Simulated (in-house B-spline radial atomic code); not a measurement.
# Ionising the cadmium ion Cd²⁺ with different functionals

Computed with an all-electron radial atomic-structure program (B-spline basis): four-component Dirac-Coulomb Hamiltonian, Fermi nucleus of rms radius 4.6087 fm, spin-restricted, spherical fractional occupations for the functionals. The ionisation energy is the difference of two self-consistent energies, [Kr] 4d10 → [Kr] 4d9, without Breit or QED terms; ε is the level of the shell that loses the electron (mean over j). The electron is taken from both j subshells in proportion to 2j + 1, so the result is a j average, not the step between ground levels.

Hybrids are left out here: with spherical fractional occupations of an open shell their exact exchange keeps a self-interaction that integer-occupation calculations don't have.

```json
{"method": "LDA VWN5", "rung": "LDA", "ΔSCF (eV)": "38.27", "-ε(4d) (eV)": "30.71"}
{"method": "relativistic LDA", "rung": "LDA", "ΔSCF (eV)": "38.28", "-ε(4d) (eV)": "30.72"}
{"method": "LDA PW92", "rung": "LDA", "ΔSCF (eV)": "38.26", "-ε(4d) (eV)": "30.71"}
{"method": "LDA exchange-only", "rung": "LDA", "ΔSCF (eV)": "36.61", "-ε(4d) (eV)": "29.11"}
{"method": "PBE", "rung": "GGA", "ΔSCF (eV)": "38.01", "-ε(4d) (eV)": "30.44"}
{"method": "PBEsol", "rung": "GGA", "ΔSCF (eV)": "38.00", "-ε(4d) (eV)": "30.44"}
{"method": "BLYP", "rung": "GGA", "ΔSCF (eV)": "37.90", "-ε(4d) (eV)": "30.35"}
{"method": "RPBE", "rung": "GGA", "ΔSCF (eV)": "37.93", "-ε(4d) (eV)": "30.36"}
{"method": "PW91", "rung": "GGA", "ΔSCF (eV)": "38.09", "-ε(4d) (eV)": "30.52"}
{"method": "BP86", "rung": "GGA", "ΔSCF (eV)": "38.09", "-ε(4d) (eV)": "30.53"}
{"method": "AM05", "rung": "GGA", "ΔSCF (eV)": "37.99", "-ε(4d) (eV)": "30.43"}
{"method": "OLYP", "rung": "GGA", "ΔSCF (eV)": "38.13", "-ε(4d) (eV)": "30.51"}
```

**Question.** How do they compare with the NIST value?

**Answer.** NIST lists 37.47 eV ± 0.006 (measured, ground level to ground level). Errors run from -0.86 to +0.81 eV; BLYP is closest (+0.43 eV), but part of that can be cancellation, since the calculations leave out Breit-QED terms, spin polarisation, the choice among j levels, multiplet and fine-structure energies.
